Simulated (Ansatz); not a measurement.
Zn3⁺ (the lowest doublet isomer of a short search), 3 atoms. Hardware: 4 threads of Arm Neoverse V2 on a shared host.

Correlated methods freeze 27 core orbitals.

**Question.** How many basis functions does each of these Ansatz runs have, and roughly what does it cost? CCSD(T)/def2-TZVP, charge 1 doublet, energy, from earlier orbitals; B3LYP/def2-TZVP, charge 1 doublet, relaxation, 8 steps; r2SCANh/def2-TZVP, charge 1 quartet, energy, from earlier orbitals; B3LYP/def2-TZVP, charge 1 quartet, relaxation, 7 steps; HSE06/def2-TZVP, charge 1 quartet, energy, from earlier orbitals; PBE0/def2-TZVP, charge 1 doublet, energy and forces, from earlier orbitals; r2SCAN/def2-TZVP, charge 1 doublet, energy, from earlier orbitals; HF/STO-3G, charge 1 quartet, energy; PBE0/def2-SVP, charge 0 singlet at the geometry of the charge 1 doublet, energy with a search over starts; PBE/def2-TZVP, charge 0 triplet at the geometry of the charge 1 doublet, energy, from earlier orbitals; PBE0/def2-TZVP, charge 0 singlet at the geometry of the charge 1 doublet, energy, from earlier orbitals; r2SCAN/def2-TZVP, charge 1 quartet, energy, from earlier orbitals.

**Answer.** Other jobs shared the machine, so times can vary by a factor of up to 3. A dash marks memory too small to be measured apart from the calling script's.

| run | functions | fitting or Cholesky vectors | wall time | peak host memory (GiB) |
| --- | --- | --- | --- | --- |
| PBE0/def2-SVP, charge 0 singlet at the geometry of the charge 1 doublet, energy with a search over starts | 93 | 888 | 1 s | – |
| PBE0/def2-TZVP, charge 0 singlet at the geometry of the charge 1 doublet, energy, from earlier orbitals | 144 | 1227 | 1.9 s | – |
| HSE06/def2-TZVP, charge 1 quartet, energy, from earlier orbitals | 144 | 1227 | 3.2 s | – |
| PBE0/def2-TZVP, charge 1 doublet, energy and forces, from earlier orbitals | 144 | 1227 | 4 s | – |
| r2SCAN/def2-TZVP, charge 1 doublet, energy, from earlier orbitals | 144 | 1380 | 4.8 s | – |
| r2SCAN/def2-TZVP, charge 1 quartet, energy, from earlier orbitals | 144 | 1380 | 5 s | – |
| r2SCANh/def2-TZVP, charge 1 quartet, energy, from earlier orbitals | 144 | 1227 | 6.5 s | – |
| HF/STO-3G, charge 1 quartet, energy | 54 | 499 | 7.5 s | – |
| PBE/def2-TZVP, charge 0 triplet at the geometry of the charge 1 doublet, energy, from earlier orbitals | 144 | 1380 | 9 s | – |
| CCSD(T)/def2-TZVP, charge 1 doublet, energy, from earlier orbitals | 144 | 1227 | 13 s | 1.2 |
| B3LYP/def2-TZVP, charge 1 doublet, relaxation, 8 steps | 144 | 1310 | 20 s | – |
| B3LYP/def2-TZVP, charge 1 quartet, relaxation, 7 steps | 144 | 1306 | 24 s | 0.58 |
